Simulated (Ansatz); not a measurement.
# Energy profile

The step: AlBrCl₂ ([Cl][Al]([Cl])[Br]) + H₂ → AlHCl₂ ([Cl][AlH][Cl]) + HBr (still joined by a long Al–Br bond); bonds formed: Al1–H6, Br2–H5; bonds broken: H5–H6; bonds weakened to dative contacts: Al1–Br2 (atoms numbered as in the saddle structure below).

```xyz
6
angstrom
Al -0.3005 0.4184 -0.2793
Br 0.2255 -1.7437 1.0866
Cl -1.0987 -0.1877 -2.1052
Cl -1.3352 1.7078 0.9882
H 1.1849 -0.6844 0.5097
H 1.3239 0.4896 -0.2001
```

Electronic energies by CCSD(T) at an estimated basis limit (MP2 extrapolated from triple and quadruple zeta, plus CCSD(T) − MP2 in triple zeta), on PBE0-D4/def2-TZVP structures; AlH$_{2}$BrCl$_{2}$, singlet; no counterpoise correction. Program: Ansatz 0.2.0. Basis: def2-TZVPP and def2-QZVPP. Cores are frozen in the correlated methods. Filled d shells of the heavier atoms are correlated. The def2 sets are not built for correlating such inner shells, so the correlated values are less sure here. Extrapolation: Hartree–Fock as exp(−7.88 √X), correlation as X^−2.97.

Problem. Give the profile in kJ/mol, counted from the separated reactants. (To be estimated.)

Solution. Computed:
| point | kJ/mol |
| --- | --- |
| separated: AlBrCl$_{2}$ (linked as [Cl][Al]([Cl])[Br]; Al1, Br2, Cl3, Cl4; singlet) + H$_{2}$ (H5, H6; singlet) | 0.0 |
| start structure | -9.2 |
| saddle | 139.1 |
| end structure | 102.7 |
| separated: AlHCl$_{2}$ (linked as [Cl][AlH][Cl]; Al1, Cl3, Cl4, H6; singlet) + HBr (Br2, H5; singlet) | 136.0 |

No T1 diagnostic of these runs exceeds 0.009.

For scale, one of the runs: CCSD(T)/def2-TZVPP, 202 basis functions (an equivalent command: `ansatz run in.yaml --threads 4`). Time: 16 s of wall clock on 4 CPU threads; the host was shared. Peak host memory: 2.4 GiB.
